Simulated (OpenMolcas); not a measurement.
# Computed levels of Ru

* Program: OpenMolcas
* Method: CASSCF
* Basis: ANO-RCC-VTZP [7s6p4d2f1g]
* Scalar Hamiltonian: DKH2, point nucleus
* Active space: 8 electrons in 6 orbitals (4d 5s)
* State averaging: 2S+1 = 5 even, 15 roots; 2S+1 = 3 even, 75 roots kept (CI in the orbitals of an earlier block); 2S+1 = 1 even, 57 roots kept (CI in the orbitals of an earlier block)
* Spin-orbit coupling: RASSI with atomic mean-field integrals over the reference wave functions, term energies averaged over their components

Spin-free terms above the lowest, with the occupations of the reference:

```json
{"Configuration": "4d7 5s", "Term": "5F", "E (cm-1)": "0.0", "Occupations": "4d 7.00 5s 1.00"}
{"Configuration": "4d7 5s", "Term": "3F(1)", "E (cm-1)": "9266", "Occupations": "4d 6.97 5s 1.03"}
{"Configuration": "4d6 5s2", "Term": "5D", "E (cm-1)": "9739", "Occupations": "4d 6.00 5s 2.00"}
{"Configuration": "4d7 5s", "Term": "5P", "E (cm-1)": "11905", "Occupations": "4d 7.00 5s 1.00"}
{"Configuration": "4d7 5s", "Term": "3G", "E (cm-1)": "14500", "Occupations": "4d 6.97 5s 1.03"}
{"Configuration": "4d7 5s", "Term": "3P(1)", "E (cm-1)": "15523", "Occupations": "4d 6.83 5s 1.17"}
{"Configuration": "4d7 5s", "Term": "3H", "E (cm-1)": "18490", "Occupations": "4d 6.93 5s 1.07"}
{"Configuration": "4d7 5s", "Term": "1G", "E (cm-1)": "18740", "Occupations": "4d 6.99 5s 1.01"}
{"Configuration": "4d7 5s", "Term": "3P(2)", "E (cm-1)": "19253", "Occupations": "4d 6.92 5s 1.08"}
{"Configuration": "4d7 5s", "Term": "3D", "E (cm-1)": "19809", "Occupations": "4d 6.96 5s 1.04"}
{"Configuration": "4d7 5s", "Term": "1D", "E (cm-1)": "21624", "Occupations": "4d 6.93 5s 1.07"}
{"Configuration": "4d7 5s", "Term": "1P", "E (cm-1)": "23935", "Occupations": "4d 7.00 5s 1.00"}
{"Configuration": "4d7 5s", "Term": "1H", "E (cm-1)": "23935", "Occupations": "4d 7.00 5s 1.00"}
{"Configuration": "4d7 5s", "Term": "3F(2)", "E (cm-1)": "24877", "Occupations": "4d 6.59 5s 1.41"}
{"Configuration": "4d6 5s2", "Term": "3H", "E (cm-1)": "25861", "Occupations": "4d 6.07 5s 1.93"}
```

With spin-orbit coupling, above the lowest level:

```csv
Configuration,Term,J,E (cm-1),Measured (cm-1),g,Term weight %,Second
4d7 5s,5F,5,0.0,0.0,1.399,99,
4d7 5s,5F,4,1223,1191,1.349,99,
4d7 5s,5F,3,2162,2092,1.250,99,
4d7 5s,5F,2,2827,2713,1.001,99,
4d7 5s,5F,1,3251,3105,0.003,99,
4d7 5s,3F(1),4,9389,,1.274,86,11 4d6 5s2 5D
4d6 5s2,5D,4,10283,7483,1.470,88,11 4d7 5s 3F(1)
4d7 5s,3F(1),3,10961,,1.222,65,33 4d6 5s2 5D
4d6 5s2,5D,3,11370,8575,1.360,66,33 4d7 5s 3F(1)
4d6 5s2,5D,2,11771,9058,1.411,84,11 4d7 5s 3F(1)
4d7 5s,3F(1),2,12159,,0.771,86,12 4d6 5s2 5D
4d6 5s2,5D,1,12211,9073,1.503,97,2 4d7 5s 3P(1)
4d6 5s2,5D,0,12406,9492,,97,
4d7 5s,5P,3,12942,8771,1.666,99,
4d7 5s,5P,2,13047,8044,1.775,83,13 3P(1)
4d7 5s,5P,1,13826,9620,2.427,92,5 3P(1)
4d7 5s,3G,5,15316,,1.194,94,4 3H
4d7 5s,3G,4,15994,,1.040,90,5 3H
4d7 5s,3P(1),2,16324,,1.523,78,13 5P
4d7 5s,3G,3,16790,,0.755,98,
4d7 5s,3P(1),1,18051,,1.501,84,6 5P
4d7 5s,3P(1),0,18680,,,84,15 3P(2)
4d7 5s,3H,6,19569,,1.167,100,
4d7 5s,1G,4,19627,,0.933,55,37 3H
4d7 5s,3P(2),1,20193,,1.369,74,12 1P
4d7 5s,3H,5,20249,,1.039,95,3 3G
4d7 5s,3P(2),2,20680,,1.451,85,6 1D
4d7 5s,3P(2),0,20993,,,85,14 3P(1)
4d7 5s,3D,3,21015,,1.334,98,
4d7 5s,3H,4,21605,,0.886,58,41 1G
4d7 5s,3D,2,21789,,1.146,74,21 1D
4d7 5s,3D,1,22264,,0.726,74,16 3P(2)
4d7 5s,1D,2,24160,,1.092,70,14 3D
4d7 5s,1H,5,25619,,1.004,96,
4d7 5s,3F(2),4,25975,,1.216,87,4 4d6 5s2 3H
4d7 5s,1P,1,26448,,0.978,82,11 3D
4d7 5s,3F(2),3,26483,,1.078,98,
4d6 5s2,3H,6,26791,,1.164,98,
4d7 5s,3F(2),2,26816,,0.667,100,
4d6 5s2,3H,5,27279,,1.045,91,7 3G
```

Against the 12 measured excited levels shown (NIST Handbook of Basic Atomic Spectroscopic Data) the mean absolute deviation is 2300 cm-1; the largest miss in energy is 4d7 5s 5P2: computed 13047, measured 8044 cm-1 (+62.2 %). Levels of one J stand in another order than measured, so their pairing by name is doubtful.

Spin-orbit coupling puts the lowest level 1557 cm-1 below the lowest spin-free term.

For 5F the intervals divided by the larger J are -211.7, -221.7, -234.7, -244.7 cm-1. Landé's interval rule makes them equal in pure LS coupling; they differ by 14 % of their mean. The multiplet is inverted.

Without dynamic correlation excited terms often stand tens of per cent too high (terms of higher spin than the ground term too low), and those without a measured partner can miss by more than the paired ones. Terms from blocks run as CI alone lack orbitals of their own. Configurations are named by rounded mean occupations; where the s occupation lies near a half they are strongly mixed, a name can repeat and a true partner stay unpaired. A single d shell beside an s shell can misplace configurations of different d count against each other. Measured partners are found by configuration, term and J. A level has none where our copy of the source lacks it or the pairing is in doubt (some pairs that miss far off the trend of their configuration count as doubtful), and it then counts in no deviation. Only configurations of the active space appear. The first state left out of the spin-orbit step lies near 35000 cm-1 above the lowest spin-free state of the reference (among the parities and spins computed), and the list stops at four fifths of that energy or lower. The table shows the lowest 40 of 41 levels.

The term weight is that of the spin-free term in the level, not the purity of its configuration. A number in round brackets counts repeated terms of one configuration in the order of the reference energies.
